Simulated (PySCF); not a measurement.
# Excited states of S(4+) (sulfur, charge +4)

Ground state [Ne] 3s2, ¹S. Computed with PySCF 2.14 in aug-cc-pV(Q+d)Z, with the non-relativistic Hamiltonian (point nucleus). Vertical excitation energies in eV without spin-orbit coupling; excited terms of each kind are numbered among those the solver found. Frozen: [He] 2s2.

```csv
term,leading excitation,EOM-EE-CCSD
1 3P°,3s → p,10.330
1 1P°,3s → p,15.791
1 3D,3s → d,29.210
1 1D,3s → d,33.816
1 3S,3s → s,38.490
1 1S,3s → s,39.548
2 3P°,3s → p,43.226
2 1P°,3s → p,43.270
2 3D,3s → d,49.120
2 1D,3s → d,49.338
1 3F°,3s → f,50.863
1 1F°,3s → f,51.952
```

Doubly excited terms such as np² are absent. The solver can miss terms.
